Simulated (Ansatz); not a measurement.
Basis sets compared for GaI3. Total charge 0; singlet. Geometry r2SCAN-D4/def2-SVP. Ansatz on 2 threads of Intel Xeon Platinum 8488C on a shared host; times are rough, and most runs start from earlier orbitals.

| atom | x (Å) | y (Å) | z (Å) |
| --- | --- | --- | --- |
| Ga1 | 0.000 | 0.000 | 0.000 |
| I2 | -2.246 | -1.000 | 0.284 |
| I3 | 1.009 | 1.319 | 1.835 |
| I4 | 1.238 | -0.319 | -2.119 |

In the def2 sets I takes a core potential; there is no spin–orbit coupling.

Binding counts from free atoms (Ga doublet, I doublet) in the same basis, without a counterpoise term.

```csv
level,functions,energy (Eh),HOMO (eV),LUMO (eV),binding per atom (eV),wall time
PBE-D4/def2-SVP,110,-2817.5529,-6.55,-3.28,2.16,1.8 s
PBE0-D4/def2-SVP,110,-2817.6724,-7.73,-2.54,2.13,3.8 s
```

(1) Estimate the rows for PBE-D4/def2-TZVP (with forces), PBE0-D4/def2-TZVP.

Results:

(1) 
| level | functions | energy (Eh) | HOMO (eV) | LUMO (eV) | binding per atom (eV) | wall time |
| --- | --- | --- | --- | --- | --- | --- |
| PBE-D4/def2-TZVP (with forces) | 198 | -2817.8294 | -6.64 | -3.33 | 2.16 | 3.5 s |
| PBE0-D4/def2-TZVP | 198 | -2817.9466 | -7.78 | -2.57 | 2.14 | 6 s |
